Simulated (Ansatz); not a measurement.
Molecule (SMILES): [GeH] (GeH), doublet.
Atoms: Ge1, H2. Bonds: Ge1-H2.

Basis-set convergence of the highest harmonic wavenumber at HF with Ansatz (an electronic-structure program). Each level at its own minimum, finite differences of forces, unscaled; the reference is a large set that could be run, not a limit. All functions are spherical. The program fits the integrals of some runs and decomposes those of others, by size. Open shells are unrestricted. No added dispersion term, no relativity. Reference: the value in def2-QZVPPD, 1993 cm⁻¹, itself unsure by roughly 1 cm⁻¹ (its mean distance from pcseg-3, def2-QZVPP, cc-pVQZ). Deviations are taken from unrounded values.

```json
[
 {"basis": "cc-pVDZ", "functions": "32", "highest harmonic wavenumber (cm⁻¹)": "1995"},
 {"basis": "aug-cc-pVDZ", "functions": "45", "highest harmonic wavenumber (cm⁻¹)": "1985"},
 {"basis": "pcseg-1", "functions": "32", "highest harmonic wavenumber (cm⁻¹)": "2000"},
 {"basis": "aug-pcseg-1", "functions": "45", "highest harmonic wavenumber (cm⁻¹)": "1998"},
 {"basis": "def2-SVP", "functions": "37", "highest harmonic wavenumber (cm⁻¹)": "2012"},
 {"basis": "def2-SVPD", "functions": "46", "highest harmonic wavenumber (cm⁻¹)": "2009"},
 {"basis": "def2-TZVP", "functions": "54", "highest harmonic wavenumber (cm⁻¹)": "1997"},
 {"basis": "def2-TZVPD", "functions": "63", "highest harmonic wavenumber (cm⁻¹)": "1998"},
 {"basis": "cc-pVTZ", "functions": "57", "highest harmonic wavenumber (cm⁻¹)": "1991"},
 {"basis": "aug-cc-pVTZ", "functions": "82", "highest harmonic wavenumber (cm⁻¹)": "1989"},
 {"basis": "pcseg-2", "functions": "57", "highest harmonic wavenumber (cm⁻¹)": "1983"},
 {"basis": "aug-pcseg-2", "functions": "82", "highest harmonic wavenumber (cm⁻¹)": "1991"},
 {"basis": "def2-TZVPP", "functions": "62", "highest harmonic wavenumber (cm⁻¹)": "1989"},
 {"basis": "def2-TZVPPD", "functions": "71", "highest harmonic wavenumber (cm⁻¹)": "1991"},
 {"basis": "def2-QZVPP", "functions": "119", "highest harmonic wavenumber (cm⁻¹)": "1993"},
 {"basis": "def2-QZVPPD", "functions": "128", "highest harmonic wavenumber (cm⁻¹)": "1993"}
]
```

What the diffuse functions change, pair by pair:
- cc-pVDZ to aug-cc-pVDZ: 13 more functions, deviation 2 to -8 cm⁻¹
- pcseg-1 to aug-pcseg-1: 13 more functions, deviation 7 to 5 cm⁻¹
- def2-SVP to def2-SVPD: 9 more functions, deviation 19 to 15 cm⁻¹
- def2-TZVP to def2-TZVPD: 9 more functions, deviation 4 to 5 cm⁻¹
- cc-pVTZ to aug-cc-pVTZ: 25 more functions, deviation -2 to -4 cm⁻¹
- pcseg-2 to aug-pcseg-2: 25 more functions, deviation -10 to -3 cm⁻¹
- def2-TZVPP to def2-TZVPPD: 9 more functions, deviation -4 to -2 cm⁻¹
- def2-QZVPP to def2-QZVPPD: 9 more functions, deviation 0 to 0 cm⁻¹

Leaving out the reference's own pair, they bring the value nearer the reference by more than 1 cm⁻¹ in 4 of 7 pairs.
